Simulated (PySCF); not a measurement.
**BeS: energy against distance**

Set-up: PySCF, no relativity, basis sets Be def2-TZVP, S def2-TZVP. Energies in eV from Be + S in their ground configurations at the same level. All curves are PBE0. state 1: ¹Σ⁺ (singlet), closed shell; state 2: ³Π (triplet), unpaired electrons σ ↑, π ↑, a second solution, started from another occupation; state 3: Ms = 0 determinant of mixed spin (⟨S²⟩ near 1.0), unpaired electrons σ ↑, π ↓, a second solution, started from another occupation.

```tsv
R (Å)	state 1	state 2	state 3
1.501	-2.269	-0.328	-0.265
1.571	-2.901	-1.274	-1.218
1.640	-3.257	-1.929	-1.879
1.693	-3.386	-2.272	-2.224
1.745	-3.423	-2.513	-2.468
1.797	-3.386	-2.673	-2.630
1.867	-3.252	-2.784	-2.742
1.954	-2.988	-2.801	-2.760
2.059	-2.586	-2.699	-2.656
2.199	-1.994	-2.437	-2.388
```

Problem. Put a parabola through the three lowest points of the state 1 curve and estimate Re, k and ωe (reduced mass 7.03 u; 1 eV/Å² = 0.16022 mdyn/Å; ωe = 1302.8·√(k/μ) cm⁻¹).

Solution. Through R = 1.693, 1.745, 1.797 Å the second-order coefficient is 13.7 eV/Å², so Re ≈ 1.745 Å, k ≈ 4.38 mdyn/Å and ωe ≈ 1029 cm⁻¹. A polynomial fit of higher order to the unrounded PBE0 energies gives Re = 1.743 Å, k = 4.28 mdyn/Å, ωe = 1017 cm⁻¹; anharmonicity and rounding make the difference.

The higher-order fit for each curve: state 1: Re = 1.743 Å, ωe = 1017 cm⁻¹, De = 3.42 eV; state 2: Re = 1.923 Å, ωe = 743 cm⁻¹, minimum 2.81 eV below the ground-state fragments; state 3: Re = 1.923 Å, ωe = 748 cm⁻¹, minimum 2.77 eV below the ground-state fragments.
